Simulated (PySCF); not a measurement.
Correlation energy of Ca+ (calcium, charge +1)

[Ar] 3d1, 2D determinant (an excited configuration). All numbers are calculated (PySCF 2.14, the spin-free X2C one-electron Hamiltonian (Gaussian nucleus), in x2c-QZVPPall with one added diffuse shell each of s, p, d, f type (12s8p5d4f, 89 functions)). Frozen: [Ne]; 9 electrons correlated.

```tsv
level	correlation energy (mhartree)
CCSD	-235.25
(T)	-6.18
CCSD(T)	-241.43
```

Diagnostics: T1 = 0.0036, D1 = 0.0092, largest double amplitude 0.021.

Cost of the coupled-cluster step: roughly 20 core-seconds, for 9 correlated electrons.

Iterations:

```
CC2 = 0
CCSD nocc = (np.int64(5), np.int64(4)), nmo = (84, 84)
frozen orbitals [[0, 1, 2, 3, 4], [0, 1, 2, 3, 4]]
max_cycle = 100
direct = 0
conv_tol = 1e-08
conv_tol_normt = 1e-06
diis_space = 8
diis_start_cycle = 0
Init t2, MP2 energy = -0.213898905721027
Init E_corr(UCCSD) = -0.213898905724468
cycle = 1  E_corr(UCCSD) = -0.231218384380655  dE = -0.0173194787  norm(t1,t2) = 0.0280665
cycle = 2  E_corr(UCCSD) = -0.234314467789588  dE = -0.00309608341  norm(t1,t2) = 0.0076232
cycle = 3  E_corr(UCCSD) = -0.23529348582143  dE = -0.000979018032  norm(t1,t2) = 0.00281963
cycle = 4  E_corr(UCCSD) = -0.235266690764825  dE = 2.67950566e-05  norm(t1,t2) = 0.000793457
cycle = 5  E_corr(UCCSD) = -0.235244716904631  dE = 2.19738602e-05  norm(t1,t2) = 0.000254976
cycle = 6  E_corr(UCCSD) = -0.235250560129433  dE = -5.8432248e-06  norm(t1,t2) = 7.19227e-05
cycle = 7  E_corr(UCCSD) = -0.235250380945436  dE = 1.79183998e-07  norm(t1,t2) = 8.58103e-06
cycle = 8  E_corr(UCCSD) = -0.235250261840043  dE = 1.19105392e-07  norm(t1,t2) = 2.22865e-06
cycle = 9  E_corr(UCCSD) = -0.235250276110257  dE = -1.4270214e-08  norm(t1,t2) = 4.61153e-07
cycle = 10  E_corr(UCCSD) = -0.235250279510023  dE = -3.3997655e-09  norm(t1,t2) = 9.26328e-08
UCCSD converged
E(UCCSD) = -679.6085318120125  E_corr = -0.2352502795100228
UCCSD(T) correction = -0.00617519878074772
```

This basis was not built for core-valence correlation, so the inner-shell part is incomplete.
